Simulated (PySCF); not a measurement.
Level sweep

C2H9OPSi.
InChI=1S/C2H9OPSi/c1-3-5(2)4/h5H,4H2,1-2H3/t5-/m0/s1

PySCF, dipoles from the SCF density, polarisabilities from static response with core orbitals frozen. Geometry: PBE0-D3(BJ)/def2-SVP, one conformer, isolated molecule.

The anisotropy is √(½[(α1 − α2)² + (α2 − α3)² + (α3 − α1)²]).

```tsv
level	μ (D)	α (Å³)	anisotropy (Å³)
LDA/def2-SVPD	0.793	13.21	2.78
PBE/def2-SVPD	0.743	12.97	2.73
B3LYP/def2-SVPD	0.770	12.57	2.55
PBE0/def2-SVPD	0.829	12.47	2.54
BHandHLYP/def2-SVPD	0.859	12.09	2.38
CAM-B3LYP/def2-SVPD	0.847	12.36	2.44
wB97X-D/def2-SVPD	0.892	12.35	2.47
LC-wPBE/def2-SVPD	0.949	12.07	2.36
HF/def2-SVPD	0.978	11.60	2.15
PBE0/6-31G*	1.174	10.24	2.57
PBE0/6-31+G*	1.049	11.56	2.47
PBE0/def2-SVP	0.988	10.54	2.30
PBE0/aug-cc-pVDZ	0.845	12.82	2.60
PBE0/def2-TZVP	0.803	11.97	2.62
PBE0/def2-TZVPD	0.788	12.73	2.58
```

The dipole runs from 0.74 D (PBE/def2-SVPD) to 1.17 D (PBE0/6-31G*). No reference polarisability is at hand; against PBE0 in the largest diffuse basis at hand (def2-TZVPD) the other PBE0 rows deviate by 6-31G* -20%, 6-31+G* -9%, def2-SVP -17%, def2-SVPD -2%, aug-cc-pVDZ +1%, def2-TZVP -6%. In one basis (def2-SVPD) the functionals order the polarisability from HF (lowest) to LDA (highest), a spread of 14%. With PBE0 the polarisability is 10.91 Å³ without diffuse functions (mean of 6-31G*, def2-SVP and def2-TZVP) and 12.39 Å³ with them (mean of 6-31+G*, def2-SVPD, aug-cc-pVDZ and def2-TZVPD).

Without π bonds the low states are Rydberg-like; a valence basis with one diffuse set may place them up to an eV too high.
